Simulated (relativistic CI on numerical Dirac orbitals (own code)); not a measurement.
**Cu²⁺ in a cubic cluster: 2p photoemission with charge transfer**

Computed with a charge-transfer multiplet model of a cubic metal-ligand cluster with up to one ligand hole, Slater and spin-orbit integrals from Dirac-Coulomb-Breit ions, Slater integrals scaled by 0.9. The ground state mixes d9 with configurations of k ligand holes L, whose averages lie at kΔ + k(k − 1)U_dd/2; a core hole lowers each added d electron by U_cd. 300 K, Lorentzian 0.6 eV and Gaussian 0.8 eV FWHM.

Atomic integrals in eV (Slater integrals scaled, ζ unscaled), ground: F2dd 12.450, F4dd 7.768, zeta_d 0.099; with the core hole: F2dd 12.450, F4dd 7.768, zeta_d 0.138, zeta_core 13.377, F2cd 7.943, G1cd 6.088, G3cd 3.464.

Cluster parameters (eV): Δ = 2.6, U_dd = 8.2, 10Dq = 0.6, 10Dq(ligand) = 1.1, V(eg) = 1.5, V(t2g) = -0.79, final-state hopping factor = 0.8.

Weights, n_d and S are thermal averages at 300 K. Binding energies count from the first peak over 30 % of the highest in each spectrum, which can be another peak from case to case. The parameters are a model scan and need not match a compound or its usual spin state. Peaks in eV (height, largest 100): 0.0 (98), 6.7 (100), 9.8 (55), 20.0 (48), 27.1 (34), 28.6 (60).

Question: Which parameters give this spectrum?
A. U_cd = 8.7 eV
B. U_cd = 9.9 eV
C. U_cd = 12.3 eV
D. U_cd = 11.1 eV
E. U_cd = 10.5 eV

Answer: B. U_cd = 9.9 eV; the ground state then has 9.19 d electrons and S = 0.50. The choice follows from running the model for each set and comparing peak positions and heights.
